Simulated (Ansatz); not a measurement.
Relaxation of AlCl₃H₄OSi (10 atoms, charge 0, multiplicity 1), to a largest force component of 0.03 eV/Å in at most 50 steps.

All numbers below come from RKS B3LYP-D4/def2-SVP (Ansatz 0.2.0).

```xyz
10
Properties=species:S:1:pos:R:3
Al 0.081 0.626 -0.551
O -0.014 0.110 2.361
Si -1.373 -0.452 3.192
H -2.157 -1.316 2.271
H -0.943 -1.245 4.378
H -2.200 0.707 3.647
Cl 1.816 -0.298 -1.238
Cl -1.814 -0.157 -0.932
Cl 0.233 2.625 0.335
H 0.141 1.082 2.391
```

Question: Where does it end, and by what steps?

Answer: It converged. After 13 steps the energy has fallen by 1.044 eV; Cl7 moved furthest, 1.02 Å. Joined: Al1–O2 (2.96 → 1.93 Å).

```tsv
step	energy less start (eV)	largest force component (eV/Å)	accepted
0	0.0000	1.061	yes
1	-0.2902	0.978	yes
2	-0.5677	0.975	yes
3	-0.7939	0.865	yes
4	-0.9102	0.363	yes
5	-0.9426	0.194	yes
6	-0.9638	0.208	yes
7	-0.9944	0.214	yes
8	-1.0072	0.302	yes
9	-1.0221	0.209	yes
10	-1.0293	0.404	yes
11	-1.0422	0.210	yes
12	-1.0437	0.086	yes
13	-1.0442	0.013	yes
```

```xyz
10
Properties=species:S:1:pos:R:3
Al -0.092 0.689 0.077
O -0.177 0.439 1.988
Si -1.299 -0.549 2.887
H -1.435 -1.781 2.087
H -0.629 -0.782 4.192
H -2.565 0.196 3.061
Cl 1.193 -0.832 -0.627
Cl -2.155 0.437 -0.382
Cl 0.682 2.671 0.136
H 0.247 1.192 2.434
```

The run took 32 s on 4 threads of Arm Neoverse V2 (shared host), peak memory 0.35 GiB.
